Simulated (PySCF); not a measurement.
**Field gradients at the hydrogen positions**

Species: C4H8SSi2.
Structure used (GFN2-xTB), in Å, numbered top down from 1:
```
atom  x, y, z in Å
C1     2.635   -0.433    0.862
C2     1.906    0.022    0.026
C3     0.950    0.489   -0.931
Si4   -0.379    1.658   -0.147
Si5   -1.811   -0.009    0.587
C6    -0.859   -1.492   -0.174
S7     0.041   -0.943   -1.662
H8     3.316   -0.802    1.569
H9     1.461    0.943   -1.780
H10   -0.854    2.510   -1.243
H11    0.305    2.505    0.835
H12   -3.158    0.006    0.008
H13   -1.927   -0.236    2.031
H14   -0.124   -1.914    0.511
H15   -1.507   -2.296   -0.514
```

Level: PBE0/pcSseg-1 (PySCF, non-relativistic); Q(2H) = 0.00286 b; rigid geometry, the same for H and D, with no vibrational averaging.

Task: Rank these positions by the coupling χzz of a deuteron there, largest first.
A. H15 (methylene hydrogen)
B. H8 (alkyne hydrogen)
C. H11 (Si–H hydrogen)
D. H14 (methylene hydrogen)

Result: B (267 kHz), A (215 kHz), D (207 kHz), C (109 kHz).

Task: What are Vzz, η and χzz (234.96 MHz × Q × Vzz) at all hydrogens?

Result: 
| atom | bonded to | bond length (Å) | Vzz (au) | η | χzz (kHz) |
| --- | --- | --- | --- | --- | --- |
| H8 | C1 | 1.049 | 0.3977 | 0.01 | 267 |
| H9 | C3 | 1.091 | 0.3089 | 0.05 | 208 |
| H10 | Si4 | 1.467 | 0.1616 | 0.03 | 109 |
| H11 | Si4 | 1.466 | 0.1615 | 0.02 | 109 |
| H12 | Si5 | 1.466 | 0.1621 | 0.02 | 109 |
| H13 | Si5 | 1.466 | 0.1620 | 0.01 | 109 |
| H14 | C6 | 1.090 | 0.3084 | 0.03 | 207 |
| H15 | C6 | 1.087 | 0.3192 | 0.06 | 215 |

Task: Average by the element that carries the hydrogen.

Result: on C: 224 kHz over 4 positions, mean bond length 1.079 Å; on Si: 109 kHz over 4 positions, mean bond length 1.467 Å.

The structure is a single GFN2-xTB conformer in the gas phase; no vibrational or solvent corrections. GFN2-xTB bond lengths can be off by several hundredths of an ångström, more for odd bonds, and the gradients follow them. With a basis this small, the couplings can be 20 % off.
